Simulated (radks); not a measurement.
Isoelectronic series with 3 electrons, all held in the configuration [He] 2s1, which need not be the ground one along the series. All-electron calculation, scalar-relativistic Kohn-Sham, r2SCAN, spin-unpolarised, spherical densities, finite nucleus; meta-GGA in the generalised Kohn-Sham scheme; Fermi nuclear charge, rms radius of each element as measured or else 0.836 A^(1/3) + 0.57 fm. Program: a radial shooting solver on a logarithmic mesh with Libxc functionals. Total energies (hartree) and orbital eigenvalues (eV):

ion    E (hartree)         2s         1s
Li        -7.46639    -2.8512   -53.5739
Be+      -14.29898   -13.6412  -120.2264
B2+      -23.38652   -31.3817  -214.3453
C3+      -34.72876   -55.9762  -335.7886
N4+      -48.32720   -87.4053  -484.5368
O5+      -64.18399  -125.6675  -660.5999
F6+      -82.30176  -170.7674  -864.0005
Ne7+    -102.68352  -222.7132  -1094.769
Mg9+    -150.25312  -347.1859  -1638.560
Al10+   -177.44897  -419.7389  -1951.671
Si11+   -206.92483  -499.1897  -2292.326
P12+    -238.68568  -585.5551  -2660.582
S13+    -272.73691  -678.8537  -3056.499
Cl14+   -309.08428  -779.1054  -3480.143
